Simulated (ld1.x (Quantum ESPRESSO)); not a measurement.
# Building the TM potential for rhodium (PW91, scalar-relativistic).

ld1.x (Quantum ESPRESSO) 7.5 input, shortened:

```
&input
   title='Rh', zed=45., rel=1, dft='PW91', iswitch=3,
   config='[Kr] 4d8 5s0.5 5p0.5'
 /
 &inputp
   pseudotype=2, tm=.true., lloc=-1, rcloc=1.70,
   nlcc=.false.
 /
3
4S  1  0   2.00   0.00  1.55  1.55  0.0
4P  2  1   6.00   0.00  0.95  0.95  0.0
4D  3  2   8.00   0.00  2.05  2.05  0.0
 &test
   configts(1)='4s2 4p6 4d8 5s0.5 5p0.5'
 /
```

Occupied shells without a wave of their own: 5p, 5s. They enter only through the test configuration that unscreens the potential.

Calculated quality:

```json
{
  "Cutoffs needed": "140 Ry and 260 Ry (the cutoffs (Ry, on a coarse ladder) from which the occupation-weighted sum of valence levels, in a spherical-Bessel basis at the reference potential, stays within 10 and 1 mRy of its value at 400 Ry)",
  "Ghost test": "no extra level below or beside the all-electron valence levels (s, p, d, f tested) (spherical-Bessel basis up to 400 Ry, 20 bohr box)",
  "Largest excitation error": "+485 meV (all-electron minus pseudo) for 4s2 4p6 4d5 5s0 5p0, out of 7 test configurations"
}
```

The potential misses its own reference levels by up to 0.4 eV.

Generation and tests took about 3.5 s on one core of a shared server CPU.
